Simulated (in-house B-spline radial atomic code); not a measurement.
Configurations of the niobium ion Nb⁴⁺, with energies counted from [Kr] 4d1. Method: non-relativistic LC-wPBE, spin-polarised, spherical fractional occupations, point nucleus. Calculated with an all-electron radial atomic-structure program (B-spline basis). Shells without spins written out take the highest spin.

Caution: exact exchange at fractional occupations of open shells leaves self-interaction of up to several eV.

Occupations are held fixed; configurations that lie above the ionisation limit could autoionise.

| configuration | E - E(ref) (eV) | highest orbital | its <r> (bohr) |
| --- | --- | --- | --- |
| [Kr] 5s(1 up, 0 down) | 6.8704 | 5s up | 2.602 |
| [Kr] 5p(0 up, 1 down) | 15.41 | 5p down | 2.971 |
| [Ar] 3d10 4s2 4p(3 up, 2 down) 4d(1 up, 1 down) | 42.066 | 4d down | 1.596 |
| [Ar] 3d10 4s2 4p5 4d1 5s1 | 48.247 | 5s up | 2.561 |
| [Ar] 3d9 4s2 4p6 4d2 | 217.26 | 4d up | 1.513 |
| [Ar] 3d9 4s2 4p6 4d1 5f1 | 255.97 | 5f up | 5.406 |

Order these further configurations by energy, lowest first.
A. [Kr] 5f1
B. [Ar] 3d9 4s2 4p6 4d1 5s1
C. [Ar] 3d10 4s2 4p(2 up, 3 down) 4d(1 up, 0 down) 5f(1 up, 0 down)
D. [Ar] 3d10 4s2 4p5 4d1 5d1
E. [Ar] 3d10 4s2 4p5 4d2

A (33.533 eV), E (38.15 eV), D (66.647 eV), C (76.643 eV), B (228.44 eV).

How far above the reference does [Ar] 3d10 4s2 4p5 4d1 5p1 lie?

57.001 eV; its least bound orbital is 5p up with <r> = 2.913 bohr.
